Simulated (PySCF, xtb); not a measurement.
Se(F)(OSiH3) (FH3OSeSi), SMILES F[Se]O[SiH3].

GFN2-xTB in xtb at its own geometry gives an orbital gap of 2.62 eV and a dipole moment of 2.27 D.

Geometry optimised at PBE-D3(BJ)/def2-SVP. A frequency run showed that this geometry is not a minimum. One conformer was computed; it need not be the lowest.

Problem. What does PBE/def2-TZVP in PySCF give? (An estimate is asked for; the answer gives what the named calculation found.)

Solution. gap 2.55 eV (levels -5.51 and -2.96 eV), dipole 1.69 D.
